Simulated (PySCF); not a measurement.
# `CC[C@H](F)CCCO`, C$_{6}$H$_{13}$FO

Geometry:
| atom | x (Å) | y (Å) | z (Å) |
| --- | --- | --- | --- |
| C1 | -3.375 | 0.417 | 0.107 |
| C2 | -2.126 | -0.399 | 0.421 |
| C3 | -0.858 | 0.297 | -0.069 |
| F4 | -0.925 | 0.413 | -1.449 |
| C5 | 0.417 | -0.462 | 0.290 |
| C6 | 1.670 | 0.284 | -0.160 |
| C7 | 2.942 | -0.492 | 0.181 |
| O8 | 4.108 | 0.136 | -0.291 |
| H9 | -3.349 | 1.373 | 0.626 |
| H10 | -3.438 | 0.606 | -0.961 |
| H11 | -4.267 | -0.121 | 0.418 |
| H12 | -2.193 | -1.375 | -0.064 |
| H13 | -2.039 | -0.556 | 1.498 |
| H14 | -0.814 | 1.328 | 0.307 |
| H15 | 0.441 | -0.612 | 1.371 |
| H16 | 0.385 | -1.442 | -0.190 |
| H17 | 1.705 | 1.265 | 0.324 |
| H18 | 1.631 | 0.443 | -1.239 |
| H19 | 3.002 | -0.646 | 1.270 |
| H20 | 2.927 | -1.471 | -0.303 |
| H21 | 4.146 | 1.031 | 0.067 |

Method used: GIAO PBE0/pcSseg-1 magnetisability, rotational g tensor and spin-rotation constants, non-relativistic, gas phase (PySCF). Geometry: GFN2-xTB.

Task: Give the nuclear spin-rotation constants along the inertial axes (H = +C I·J) beside the isotropic shieldings.

Result: Rotational constants 6.3842, 0.6924, 0.6552 GHz. A star marks the isotopologue with that one atom substituted, in its own axes.
| atom | isotope | Caa (kHz) | Cbb (kHz) | Ccc (kHz) | mean (kHz) | σ (ppm) |
| --- | --- | --- | --- | --- | --- | --- |
| F4 | 19F | 3.798 | 0.452 | 0.090 | 1.447 | 391.6 |
| H9 | 1H | -0.678 | -0.081 | 0.013 | -0.249 | 30.8 |
| H10 | 1H | -0.666 | 0.009 | -0.064 | -0.240 | 30.1 |
| H11 | 1H | -0.150 | -0.053 | -0.065 | -0.089 | 30.6 |
| H12 | 1H | -0.708 | -0.081 | 0.024 | -0.255 | 30.1 |
| H13 | 1H | -0.713 | 0.009 | -0.066 | -0.257 | 30.4 |
| H14 | 1H | -0.589 | -0.079 | 0.040 | -0.209 | 27.5 |
| H15 | 1H | -0.703 | 0.009 | -0.070 | -0.255 | 30.7 |
| H16 | 1H | -0.693 | -0.086 | 0.023 | -0.252 | 30.3 |
| H17 | 1H | -0.660 | -0.087 | 0.019 | -0.243 | 30.5 |
| H18 | 1H | -0.656 | 0.019 | -0.066 | -0.234 | 29.4 |
| H19 | 1H | -0.659 | 0.023 | -0.050 | -0.229 | 27.8 |
| H20 | 1H | -0.674 | -0.074 | 0.041 | -0.236 | 28.0 |
| H21 | 1H | -0.837 | -0.091 | 0.004 | -0.308 | 31.7 |
| C1 | 13C* | 0.829 | 0.099 | 0.084 | 0.337 | 173.8 |
| C2 | 13C* | 1.024 | 0.113 | 0.115 | 0.417 | 152.5 |
| C3 | 13C* | 1.801 | 0.162 | 0.180 | 0.714 | 88.1 |
| C5 | 13C* | 1.018 | 0.118 | 0.119 | 0.418 | 150.2 |
| C6 | 13C* | 0.992 | 0.127 | 0.114 | 0.411 | 150.2 |
| C7 | 13C* | 1.212 | 0.150 | 0.161 | 0.508 | 117.8 |
| O8 | 17O* | -0.574 | -0.075 | -0.039 | -0.229 | 291.3 |

For the geometry as given, no vibrational averaging.

Task: How do the rotational constants and the g tensor change when H9, H10, H11, H12, H13, H14, H15, H16, H17, H18, H19, H20, H21 are replaced by deuterium?

Result: Constants 4.8760, 0.6047, 0.5758 GHz; g -0.0039, -0.0026, -0.0046, against -0.0046, -0.0029, -0.0052 before.
